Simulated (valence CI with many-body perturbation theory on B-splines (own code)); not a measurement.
**Tb XXXIV: electric-dipole lines**

Computed by configuration interaction combined with many-body perturbation theory (CI+MBPT): four valence electrons over a frozen Dirac-Fock core [Ar] 3d10, a basis of 11 s, 11 p, 10 d, 8 f, 5 g, 2 h functions for each j, with the one-electron correlation potential Σ1, the two-electron term Σ2, the three-electron term Σ3, Breit, model QED; selected CI, second order for the rest, scaled by the run's own slope (own B-spline code, finite nucleus).

The last digits are not significant, and no measured levels were compared; by estimate large intervals hold to a few tenths of a per cent, small ones and those within an open d or f shell to about a per cent. Among the levels kept, up to 400 cm⁻¹ of a level comes from second order outside the variational space, and about a tenth of that is noise between levels of different J, which matters for small intervals.

Lines 1 to 50 of 564 in falling wavelength, among levels below 448.97 eV, chosen from the strongest by gf and those to the six lowest levels. Wavelengths and rates use the calculated energies. Electric multipoles are in the length gauge, E1 and E2 with the static RPA response of the core. Weak lines are less certain than strong ones. Lines between different terms over intervals too small for the method are left out, as are lines whose strength nearly cancels. Where a level lies close to another of its J and parity, the split of strength between their lines is uncertain. The highest levels of a list are the least certain.

Levels are named by their leading jj configuration (3d3/2^4 stands for four electrons in 3d with j = 3/2), which in mixed levels can hold well under half, so a name can repeat and another be missing. Letters in brackets count levels of one name in rising energy.

| λ vac (Å) | Upper | Lower | A (s⁻¹) | S (a.u.) with core polarisation | S without |
| --- | --- | --- | --- | --- | --- |
| 516.0 | (4s 4p1/2^2 4p3/2) J=2 | (4s^2 4p3/2^2) J=2 | 4.87e+06 | 1.65e-03 | 1.77e-03 |
| 437.5 | (4s 4p1/2^2 4p3/2) J=1 | (4s^2 4p3/2^2) J=0 | 6.65e+06 | 8.25e-04 | 8.84e-04 |
| 343.8 | (4s 4p1/2^2 4p3/2) J=1 | (4s^2 4p3/2^2) J=2 | 5.85e+07 | 3.52e-03 | 3.76e-03 |
| 205.1 | (4s 4p1/2 4p3/2 4d3/2) J=4 | (4s^2 4p3/2 4d3/2) J=3 | 3.06e+09 | 1.17e-01 | 1.26e-01 |
| 204.2 | (4p1/2 4p3/2^2 4d5/2) J=5 | (4s^2 4d5/2^2) J=4 | 2.60e+09 | 1.20e-01 | 1.29e-01 |
| 199.4 | (4s 4p1/2 4p3/2 4f7/2) J=5 [c] | (4s^2 4p3/2 4f5/2) J=4 | 3.07e+09 | 1.32e-01 | 1.42e-01 |
| 193.2 | (4s 4p1/2 4p3/2^2) J=2 [a] | (4s^2 4p3/2^2) J=2 | 9.58e+08 | 1.71e-02 | 1.83e-02 |
| 190.3 | (4s 4p1/2 4d3/2 4d5/2) J=5 | (4s 4p3/2^2 4d5/2) J=4 [b] | 6.37e+09 | 2.38e-01 | 2.56e-01 |
| 189.6 | (4s 4p1/2 4p3/2 4d5/2) J=4 [b] | (4s^2 4p3/2 4d5/2) J=3 | 4.62e+09 | 1.40e-01 | 1.50e-01 |
| 188.4 | (4s 4p1/2 4p3/2 4f7/2) J=6 | (4s^2 4p3/2 4f7/2) J=5 | 5.67e+09 | 2.43e-01 | 2.60e-01 |
| 187.1 | (4s 4p1/2^2 4f7/2) J=4 | (4s^2 4p1/2 4f7/2) J=3 | 4.30e+09 | 1.25e-01 | 1.34e-01 |
| 180.8 | (4s 4p1/2 4p3/2 4f7/2) J=5 [a] | (4s^2 4p3/2 4f7/2) J=4 [a] | 4.26e+09 | 1.37e-01 | 1.46e-01 |
| 178.5 | (4s 4p1/2^2 4f7/2) J=4 | (4s^2 4p1/2 4f7/2) J=4 | 4.65e+09 | 1.17e-01 | 1.26e-01 |
| 176.1 | (4s 4p1/2 4p3/2 4d5/2) J=5 | (4s^2 4p3/2 4d5/2) J=4 | 7.63e+09 | 2.26e-01 | 2.43e-01 |
| 176.0 | (4s 4p1/2^2 4p3/2) J=2 | (4s^2 4p1/2 4p3/2) J=2 | 5.08e+09 | 6.83e-02 | 7.32e-02 |
| 174.8 | (4s^2 4p1/2 4d3/2) J=2 | (4s^2 4p3/2^2) J=2 | 8.11e+08 | 1.07e-02 | 1.15e-02 |
| 174.4 | (4s 4p1/2 4p3/2^2) J=3 | (4s^2 4p3/2^2) J=2 | 6.74e+09 | 1.24e-01 | 1.33e-01 |
| 172.1 | (4p1/2^2 4p3/2 4d5/2) J=3 | (4s 4p1/2 4p3/2 4d5/2) J=3 [d] | 7.15e+09 | 1.26e-01 | 1.35e-01 |
| 169.4 | (4s 4p1/2 4p3/2^2) J=1 [a] | (4s^2 4p3/2^2) J=0 | 1.66e+09 | 1.20e-02 | 1.28e-02 |
| 167.8 | (4p1/2^2 4p3/2 4d5/2) J=4 | (4s 4p1/2 4p3/2 4d5/2) J=4 [c] | 7.89e+09 | 1.66e-01 | 1.78e-01 |
| 167.7 | (4s 4p1/2^2 4p3/2) J=2 | (4s^2 4p1/2 4p3/2) J=1 | 7.10e+09 | 8.26e-02 | 8.86e-02 |
| 167.5 | (4p1/2^2 4p3/2 4d5/2) J=4 | (4s 4p1/2 4p3/2 4d5/2) J=3 [c] | 9.84e+09 | 2.05e-01 | 2.20e-01 |
| 159.3 | (4p1/2^2 4p3/2 4d3/2) J=3 | (4s 4p1/2 4p3/2 4d3/2) J=3 [c] | 6.84e+09 | 9.56e-02 | 1.02e-01 |
| 158.6 | (4s 4p1/2 4d5/2^2) J=4 [b] | (4s^2 4d5/2^2) J=4 | 5.13e+09 | 9.10e-02 | 9.75e-02 |
| 158.5 | (4s 4p1/2 4p3/2^2) J=1 [b] | (4s^2 4p3/2^2) J=0 | 7.27e+09 | 4.29e-02 | 4.60e-02 |
| 157.4 | (4s 4p1/2^2 4f7/2) J=3 | (4s^2 4p1/2 4f7/2) J=4 | 8.16e+09 | 1.10e-01 | 1.18e-01 |
| 155.4 | (4s 4p1/2 4d3/2 4d5/2) J=5 | (4s 4p3/2^2 4d5/2) J=5 | 4.22e+09 | 8.60e-02 | 9.23e-02 |
| 154.8 | (4s 4p1/2 4d5/2^2) J=3 | (4s^2 4d5/2^2) J=4 | 7.49e+09 | 9.60e-02 | 1.03e-01 |
| 153.2 | (4s 4p1/2 4p3/2^2) J=1 [a] | (4s^2 4p3/2^2) J=2 | 5.82e+09 | 3.10e-02 | 3.32e-02 |
| 152.1 | (4p1/2^2 4p3/2 4d5/2) J=3 | (4s 4p1/2 4p3/2 4d5/2) J=4 [b] | 2.03e+10 | 2.46e-01 | 2.64e-01 |
| 151.5 | (4s 4p1/2^2 4d5/2) J=2 | (4s^2 4p1/2 4d5/2) J=3 | 1.34e+10 | 1.15e-01 | 1.23e-01 |
| 150.3 | (4s 4p1/2^2 4p3/2) J=1 | (4s^2 4p1/2 4p3/2) J=2 | 1.76e+10 | 8.86e-02 | 9.49e-02 |
| 150.3 | (4p1/2 4p3/2^2 4d5/2) J=4 [a] | (4s 4p3/2^2 4d5/2) J=5 | 8.51e+09 | 1.28e-01 | 1.38e-01 |
| 150.2 | (4p1/2 4p3/2^2 4d5/2) J=3 [a] | (4s 4p3/2^2 4d5/2) J=4 [a] | 1.30e+10 | 1.51e-01 | 1.62e-01 |
| 148.1 | (4p1/2 4p3/2^2 4d5/2) J=4 [b] | (4s 4p3/2^2 4d5/2) J=5 | 6.85e+09 | 9.87e-02 | 1.06e-01 |
| 147.9 | (4s 4p1/2 4p3/2 4d5/2) J=3 [c] | (4s^2 4p3/2 4d5/2) J=4 | 1.19e+10 | 1.33e-01 | 1.43e-01 |
| 147.8 | (4s^2 4p1/2 4d3/2) J=1 | (4s^2 4p3/2^2) J=0 | 1.07e+09 | 5.09e-03 | 5.45e-03 |
| 147.6 | (4s 4p1/2 4p3/2 4d5/2) J=4 [c] | (4s^2 4p3/2 4d5/2) J=4 | 8.76e+09 | 1.25e-01 | 1.34e-01 |
| 145.3 | (4p1/2^2 4p3/2 4d5/2) J=2 | (4s 4p1/2 4p3/2 4d5/2) J=3 [a] | 2.85e+10 | 2.16e-01 | 2.31e-01 |
| 145.0 | (4p1/2 4p3/2^2 4d5/2) J=4 [a] | (4s 4p3/2^2 4d5/2) J=4 [a] | 6.00e+09 | 8.14e-02 | 8.73e-02 |
| 144.8 | (4p1/2^2 4p3/2 4d5/2) J=2 | (4s 4p1/2 4p3/2 4d5/2) J=2 [b] | 1.63e+10 | 1.22e-01 | 1.31e-01 |
| 144.3 | (4s 4p1/2 4p3/2^2) J=1 [b] | (4s^2 4p3/2^2) J=2 | 1.04e+09 | 4.64e-03 | 4.98e-03 |
| 144.2 | (4s 4p1/2^2 4p3/2) J=1 | (4s^2 4p1/2 4p3/2) J=1 | 3.90e+09 | 1.73e-02 | 1.85e-02 |
| 144.1 | (4p1/2^2 4p3/2^2) J=2 | (4s 4p1/2 4p3/2^2) J=3 | 2.78e+10 | 2.05e-01 | 2.20e-01 |
| 143.8 | (4s 4p1/2 4p3/2^2) J=2 [b] | (4s^2 4p3/2^2) J=2 | 7.96e+09 | 5.84e-02 | 6.26e-02 |
| 141.8 | (4p1/2^2 4p3/2 4d3/2) J=3 | (4s 4p1/2 4p3/2 4d3/2) J=4 | 2.91e+10 | 2.87e-01 | 3.08e-01 |
| 141.8 | (4p1/2^2 4p3/2 4d5/2) J=4 | (4s 4p1/2 4p3/2 4d5/2) J=5 | 3.62e+10 | 4.58e-01 | 4.90e-01 |
| 137.9 | (4p1/2 4p3/2^2 4d5/2) J=5 | (4s 4p3/2^2 4d5/2) J=5 | 8.40e+09 | 1.20e-01 | 1.28e-01 |
| 137.4 | (4p1/2^2 4p3/2 4d3/2) J=2 | (4s 4p1/2 4p3/2 4d3/2) J=3 [a] | 2.73e+10 | 1.75e-01 | 1.87e-01 |
| 135.3 | (4s^2 4p1/2 4d5/2) J=3 | (4s^2 4p3/2^2) J=2 | 1.88e+09 | 1.61e-02 | 1.72e-02 |
